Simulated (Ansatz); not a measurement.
C2H7AlBNO at its PBE0-D4/def2-TZVP geometry, where that method's forces vanish. Charge 0, multiplicity 1. The bonds changed during the relaxation, so this is another structure than the one it started from.

```xyz
13

B    -0.6532   -0.3562    0.8620
C     0.7175    0.4660    1.1013
C     0.4159    0.2355   -0.3143
N    -0.0383    1.2494   -1.2196
O     1.1536   -0.7867   -0.9720
Al   -0.3498   -1.6032   -0.8053
H    -0.4652   -1.5929    1.0561
H    -1.7504    0.0471    1.1073
H     1.5714   -0.0619    1.5087
H     0.5898    1.4787    1.4674
H    -0.7907    1.7866   -0.8087
H     0.7219    1.8846   -1.4428
H    -1.1225   -2.7471   -1.5400
```

(1) What forces (eV/Å) does ωB97M-V/def2-TZVPP give on these atoms in Ansatz? (Best estimate.)

## Answers

(1) Ansatz gave: 
```
B1  -0.106 -0.006  0.138
C2   0.083  0.079  0.147
C3  -0.109 -0.021  0.239
N4  -0.050  0.209 -0.139
O5   0.130 -0.156 -0.103
Al6 -0.084 -0.254 -0.173
H7  -0.015  0.089 -0.055
H8   0.120 -0.032 -0.058
H9  -0.060  0.039 -0.050
H10  0.019 -0.066 -0.046
H11  0.027 -0.012 -0.013
H12 -0.042 -0.024  0.014
H13  0.088  0.155  0.098
```
